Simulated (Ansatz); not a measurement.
Geometry optimisation of Mg2Al4O8.

```yaml
crystal:
  periodic: [false, false, false]
  atoms:
    - {symbol: Mg, position_ang: [-1.191750, 2.133450, 0.315340]}
    - {symbol: Mg, position_ang: [1.064820, 0.599960, 0.846140]}
    - {symbol: Al, position_ang: [2.453290, -0.909100, -0.637740]}
    - {symbol: Al, position_ang: [-1.676050, -0.323840, 1.196990]}
    - {symbol: Al, position_ang: [-0.153590, -1.871000, -0.426080]}
    - {symbol: Al, position_ang: [0.481060, 0.516210, -1.800800]}
    - {symbol: O, position_ang: [-0.362590, 0.317000, 2.171320]}
    - {symbol: O, position_ang: [-0.083690, 1.727980, 1.876530]}
    - {symbol: O, position_ang: [0.114110, 1.841310, -0.896420]}
    - {symbol: O, position_ang: [-0.501760, -0.847280, -1.716560]}
    - {symbol: O, position_ang: [2.128040, 0.082560, -1.937720]}
    - {symbol: O, position_ang: [-1.252050, -1.908640, 0.837250]}
    - {symbol: O, position_ang: [-2.513960, 0.880360, 0.468080]}
    - {symbol: O, position_ang: [1.494110, -2.238960, -0.296330]}
basis:
  gaussian: {orbitals: def2-SVP}
hamiltonian: {xc: pbe, dispersion: d4}
scf: {lower_state_search: "off"}
output: {orbitals: {seedname: orbitals}}
relax: {f_tol: 0.03, max_steps: 70}
```

```sh
$ ansatz run in.yaml --threads 6 --pin off --events-out ev --progress --plain --max-ram 7833MiB
```

Output, abridged:

```
Functional definition: PBE
mean field -53604.43535743 eV, -1969.9266649943 hartree, gradient 5.3e-6 eV, S^2 0.000000; 0 other end points of the search recorded, 0 dependent functions left out
relax step   1: F+E_penalty+E_count = -53605.27755403 eV  Δ(F+E_penalty+E_count) = +0.000e0 eV  max|allowed force component| = 2.318e0 eV/Å  Δτ_max = 0.0000 Å  (33 SCF iters, accepted)
mean field -53605.56171965 eV, -1969.9680580425 hartree, gradient 9.6e-7 eV, S^2 0.000000; 0 other end points of the search recorded, 0 dependent functions left out
relax step   2: F+E_penalty+E_count = -53606.38243814 eV  Δ(F+E_penalty+E_count) = -1.105e0 eV  max|allowed force component| = 1.361e0 eV/Å  Δτ_max = 0.1949 Å  (30 SCF iters, accepted)
mean field -53606.16103228 eV, -1969.9900823752 hartree, gradient 1.3e-6 eV, S^2 0.000000; 0 other end points of the search recorded, 0 dependent functions left out
relax step   3: F+E_penalty+E_count = -53606.96227411 eV  Δ(F+E_penalty+E_count) = -5.798e-1 eV  max|allowed force component| = 4.854e-1 eV/Å  Δτ_max = 0.1950 Å  (29 SCF iters, accepted)
mean field -53606.33049466 eV, -1969.9963100029 hartree, gradient 1.2e-6 eV, S^2 0.000000; 0 other end points of the search recorded, 0 dependent functions left out
relax step   4: F+E_penalty+E_count = -53607.13145107 eV  Δ(F+E_penalty+E_count) = -1.692e-1 eV  max|allowed force component| = 4.477e-1 eV/Å  Δτ_max = 0.1999 Å  (29 SCF iters, accepted)
mean field -53606.38553310 eV, -1969.9983326282 hartree, gradient 1.7e-6 eV, S^2 0.000000; 0 other end points of the search recorded, 0 dependent functions left out
relax step   5: F+E_penalty+E_count = -53607.18374251 eV  Δ(F+E_penalty+E_count) = -5.229e-2 eV  max|allowed force component| = 2.198e-1 eV/Å  Δτ_max = 0.1347 Å  (22 SCF iters, accepted)
mean field -53606.39703922 eV, -1969.9987554705 hartree, gradient 1.1e-6 eV, S^2 0.000000; 0 other end points of the search recorded, 0 dependent functions left out
relax step   6: F+E_penalty+E_count = -53607.19685389 eV  Δ(F+E_penalty+E_count) = -1.311e-2 eV  max|allowed force component| = 1.844e-1 eV/Å  Δτ_max = 0.0386 Å  (23 SCF iters, accepted)
mean field -53606.38912452 eV, -1969.9984646106 hartree, gradient 2.6e-6 eV, S^2 0.000000; 0 other end points of the search recorded, 0 dependent functions left out
relax step   7: F+E_penalty+E_count = -53607.19297953 eV  Δ(F+E_penalty+E_count) = +3.874e-3 eV  max|allowed force component| = 2.725e-1 eV/Å  Δτ_max = 0.1011 Å  (21 SCF iters, rejected (line search))
mean field -53606.40510209 eV, -1969.9990517753 hartree, gradient 1.6e-6 eV, S^2 0.000000; 0 other end points of the search recorded, 0 dependent functions left out
relax step   8: F+E_penalty+E_count = -53607.20726353 eV  Δ(F+E_penalty+E_count) = -1.041e-2 eV  max|allowed force component| = 5.035e-2 eV/Å  Δτ_max = 0.0495 Å  (22 SCF iters, accepted)
mean field -53606.40286264 eV, -1969.9989694771 hartree, gradient 1.6e-6 eV, S^2 0.000000; 0 other end points of the search recorded, 0 dependent functions left out
relax step   9: F+E_penalty+E_count = -53607.20850960 eV  Δ(F+E_penalty+E_count) = -1.246e-3 eV  max|allowed force component| = 9.518e-2 eV/Å  Δτ_max = 0.0796 Å  (21 SCF iters, accepted)
mean field -53606.40546983 eV, -1969.9990652897 hartree, gradient 1.5e-6 eV, S^2 0.000000; 0 other end points of the search recorded, 0 dependent functions left out
relax step  10: F+E_penalty+E_count = -53607.21137675 eV  Δ(F+E_penalty+E_count) = -2.867e-3 eV  max|allowed force component| = 3.280e-2 eV/Å  Δτ_max = 0.0161 Å  (24 SCF iters, accepted)
mean field -53606.40552211 eV, -1969.9990672109 hartree, gradient 1.6e-6 eV, S^2 0.000000; 0 other end points of the search recorded, 0 dependent functions left out
relax step  11: F+E_penalty+E_count = -53607.21189570 eV  Δ(F+E_penalty+E_count) = -5.190e-4 eV  max|allowed force component| = 2.254e-2 eV/Å  Δτ_max = 0.0161 Å  (24 SCF iters, accepted)
mean field -53606.41427133 eV, -1969.9993887387 hartree, gradient 1.3e-6 eV, S^2 0.000000; 0 other end points of the search recorded, 0 dependent functions left out
relax step  12: F+E_penalty+E_count = -53607.22484902 eV  Δ(F+E_penalty+E_count) = -1.295e-2 eV  max|allowed force component| = 1.451e-1 eV/Å  Δτ_max = 0.1901 Å  (30 SCF iters, accepted)
mean field -53606.45032567 eV, -1970.0007137113 hartree, gradient 2.3e-6 eV, S^2 0.000000; 0 other end points of the search recorded, 0 dependent functions left out
relax step  13: F+E_penalty+E_count = -53607.26482554 eV  Δ(F+E_penalty+E_count) = -3.998e-2 eV  max|allowed force component| = 3.304e-1 eV/Å  Δτ_max = 0.1272 Å  (21 SCF iters, accepted)
mean field -53606.49649294 eV, -1970.0024103271 hartree, gradient 2.2e-6 eV, S^2 0.000000; 0 other end points of the search recorded, 0 dependent functions left out
relax step  14: F+E_penalty+E_count = -53607.31339345 eV  Δ(F+E_penalty+E_count) = -4.857e-2 eV  max|allowed force component| = 3.869e-1 eV/Å  Δτ_max = 0.0814 Å  (21 SCF iters, accepted)
mean field -53606.52906318 eV, -1970.0036072614 hartree, gradient 2.3e-6 eV, S^2 0.000000; 0 other end points of the search recorded, 0 dependent functions left out
relax step  15: F+E_penalty+E_count = -53607.34595656 eV  Δ(F+E_penalty+E_count) = -3.256e-2 eV  max|allowed force component| = 3.539e-1 eV/Å  Δτ_max = 0.0640 Å  (22 SCF iters, accepted)
mean field -53606.48236091 eV, -1970.0018909848 hartree, gradient 1.4e-6 eV, S^2 0.000000; 0 other end points of the search recorded, 0 dependent functions left out
relax step  16: F+E_penalty+E_count = -53607.30379850 eV  Δ(F+E_penalty+E_count) = +4.216e-2 eV  max|allowed force component| = 1.157e0 eV/Å  Δτ_max = 0.1819 Å  (29 SCF iters, rejected (line search))
mean field -53606.56127974 eV, -1970.0047911981 hartree, gradient 2.2e-6 eV, S^2 0.000000; 0 other end points of the search recorded, 0 dependent functions left out
relax step  17: F+E_penalty+E_count = -53607.37897174 eV  Δ(F+E_penalty+E_count) = -3.302e-2 eV  max|allowed force component| = 2.026e-1 eV/Å  Δτ_max = 0.0909 Å  (21 SCF iters, accepted)
mean field -53606.57083080 eV, -1970.0051421931 hartree, gradient 1.8e-6 eV, S^2 0.000000; 0 other end points of the search recorded, 0 dependent functions left out
relax step  18: F+E_penalty+E_count = -53607.38966541 eV  Δ(F+E_penalty+E_count) = -1.069e-2 eV  max|allowed force component| = 1.127e-1 eV/Å  Δτ_max = 0.0378 Å  (23 SCF iters, accepted)
mean field -53606.57050049 eV, -1970.0051300546 hartree, gradient 1.1e-6 eV, S^2 0.000000; 0 other end points of the search recorded, 0 dependent functions left out
relax step  19: F+E_penalty+E_count = -53607.39019066 eV  Δ(F+E_penalty+E_count) = -5.253e-4 eV  max|allowed force component| = 1.305e-1 eV/Å  Δτ_max = 0.0209 Å  (24 SCF iters, accepted)
mean field -53606.57234343 eV, -1970.0051977814 hartree, gradient 2.9e-6 eV, S^2 0.000000; 0 other end points of the search recorded, 0 dependent functions left out
relax step  20: F+E_penalty+E_count = -53607.39147558 eV  Δ(F+E_penalty+E_count) = -1.285e-3 eV  max|allowed force component| = 2.448e-2 eV/Å  Δτ_max = 0.0076 Å  (24 SCF iters, accepted)
Total energy: -53607.39154063 eV, -1970.0353027232 hartree
Atom 0 at    -1.285624     2.225664     0.453224 Å, force    -0.007296    -0.003185     0.002975 eV/Å
Atom 1 at     1.425098     1.177659     0.923157 Å, force     0.000177    -0.002261    -0.006396 eV/Å
Atom 2 at     2.496581    -0.916201    -0.626375 Å, force     0.010620     0.002222     0.005812 eV/Å
Atom 3 at    -1.714134    -0.414855     0.593761 Å, force     0.002748     0.024477    -0.001977 eV/Å
Atom 4 at    -0.064828    -2.158679    -0.238699 Å, force    -0.009557    -0.003388     0.000512 eV/Å
Atom 5 at     0.448154     0.551362    -1.661214 Å, force     0.002051     0.005837     0.002633 eV/Å
Atom 6 at    -0.253879     0.246701     1.642781 Å, force    -0.005242    -0.010651    -0.008134 eV/Å
Atom 7 at    -0.158808     1.734915     2.047959 Å, force    -0.000999     0.005353    -0.004451 eV/Å
Atom 8 at     0.311687     1.994420    -0.708850 Å, force     0.009553    -0.012893    -0.005942 eV/Å
Atom 9 at    -0.691981    -0.691546    -1.118059 Å, force     0.003937    -0.008633     0.009119 eV/Å
Atom 10 at     1.967154    -0.113322    -2.130414 Å, force    -0.016331     0.013876     0.003498 eV/Å
Atom 11 at    -1.397420    -2.150519     0.863097 Å, force     0.006733    -0.011994    -0.006852 eV/Å
Atom 12 at    -2.696075     0.963002     0.349055 Å, force     0.006048     0.002280     0.004519 eV/Å
Atom 13 at     1.614066    -2.448591    -0.389425 Å, force    -0.002443    -0.001038     0.004684 eV/Å
Dipole moment:     0.430179     0.802833    -0.412718 e Å
Checks for a lower state left out: stability, starts, cluster_reference, orbital_swaps, neighbouring_geometries, increment
```

Run time 75 s (6 threads of Intel Xeon on a shared host).

The structure holds one bond between oxygen atoms, so isomers without such links may lie far lower. Another isomer (singlet) lies 4.83 eV lower at PBE0-D4/def2-TZVP; other spin states weren't run for this one.
